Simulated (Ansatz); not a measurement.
Compare A (`COC[SiH2]F`) with its isomer B (`FCOC[SiH3]`).

Program: Ansatz. Geometries: PBE0-D4/def2-TZVP. ΔE: electronic, gas phase. CCSD(T)/CBS is the MP2 limit (def2-TZVPP, def2-QZVPP) plus CCSD(T) − MP2 in def2-TZVPP, frozen cores. DFT in def2-TZVPP. B3LYP here is the variant with VWN-RPA as its local correlation; programs differ in this. Each species was taken in one conformer, which may not be the lowest.

A:

```xyz
12

C    -0.031   -1.785   -0.084
O    -0.947   -0.797    0.303
C    -0.325    0.373    0.794
Si    0.237    1.574   -0.544
F    -1.051    2.177   -1.280
H     0.637   -1.442   -0.885
H     0.587   -2.109    0.766
H    -0.606   -2.635   -0.448
H     0.517    0.127    1.463
H    -1.066    0.890    1.414
H     1.073    0.927   -1.585
H     0.974    2.700    0.086
```

B:

```xyz
12

F     1.790   -0.800   -0.035
C     0.963   -0.935   -1.141
O    -0.338   -1.060   -0.766
C    -0.945    0.139   -0.291
Si   -0.336    0.787    1.392
H     1.251   -1.852   -1.656
H     1.137   -0.045   -1.762
H    -2.009   -0.093   -0.196
H    -0.862    0.927   -1.054
H    -0.227   -0.327    2.365
H    -1.378    1.746    1.858
H     0.954    1.513    1.287
```

**Question.** Which isomer does CCSD(T)/CBS put lower? Give the gap. (Estimate.)

**Answer.** Computed: A, by 177.2 kJ/mol.

**Question.** Give E(B) − E(A) in kJ/mol with B2PLYP, B3LYP, MP2/def2-TZVPP, CCSD/def2-TZVPP, ωB97M-V, CCSD(T)/def2-TZVPP, PBE-D4. (An estimate is asked.)

**Answer.** The calculation gave: B2PLYP 174.1, B3LYP 170.4, MP2/def2-TZVPP 180.6, CCSD/def2-TZVPP 173.3, ωB97M-V 168.6, CCSD(T)/def2-TZVPP 171.0, PBE-D4 158.6. None reverses the order clearly.

Largest T1 diagnostic: 0.012.

From PBE to PBE0 (25 % exact exchange), in def2-TZVPP and without D4, E(B) − E(A) moves by +5.6 kJ/mol.
